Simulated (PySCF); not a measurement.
Telling isomers of CH10N2OSi3 apart by NMR

PySCF 2.14 calculation with GFN2-xTB structure and GIAO PBE0/pcSseg-1 shieldings; one averaged value for each set of equivalent atoms, non-relativistic Hamiltonian, one conformer, in vacuum.

Referencing at the same level of theory: 1H (σ = 31.72 ppm), 13C (σ = 186.93 ppm) vs TMS. Where no couplings were computed, multiplicities follow the n + 1 count of equivalent neighbours, and m marks all less simple cases (inequivalent or close neighbours, rings, F or P nearby). Acid and N–H amide carbonyl carbons lie up to 10 ppm further downfield in solution (hydrogen bonding). Shifts are as computed. Against solution values, carbons near 30 ppm lie about +3 ppm off and those near 130 ppm about +5 ppm. Of 1309 compounds with measured shifts, 239 miss one by over three times the rms of a fit or turn the order of signals round; such compounds aren't used in these exercises. OH and NH positions are gas-phase values without hydrogen bonding to other molecules.

(1) Tabulate the signals of `NC(=O)[SiH2]N([SiH3])[SiH3]`, `O=CN[SiH2]N([SiH3])[SiH3]` and their relative energies.

(2) What is the quickest way to tell NC(=O)[SiH2]N([SiH3])[SiH3] from O=CN[SiH2]N([SiH3])[SiH3]?

Results:

(1) 
```json
{"SMILES": "NC(=O)[SiH2]N([SiH3])[SiH3]", "carbon types": "1×C", "δC": "187.4", "δH": "5.36 (br s, 2H), 4.96 (s, 2H), 4.87 (s, 6H)", "E rel. (kcal/mol)": "14.4"}
{"SMILES": "O=CN[SiH2]N([SiH3])[SiH3]", "carbon types": "1×CH", "δC": "167.9", "δH": "8.38 (s, 1H), 5.36 (s, 2H), 4.76 (s, 6H), 4.40 (br s, 1H)", "E rel. (kcal/mol)": "0.0"}
```

Energies are electronic energies at PBE0/pcSseg-1 on these geometries, without zero-point or thermal terms, each for the one conformer computed, which needn't be the lowest.

(2) Both give the same number of carbon signals, but DEPT or the intensities differ. The first has a carbonyl carbon (C) at 187.4 ppm, the second an amide carbonyl carbon (CH) at 167.9 ppm. In the proton spectra the most deshielded non-exchanging signals are 4.96 (s, 2H) and 8.38 (s, 1H).
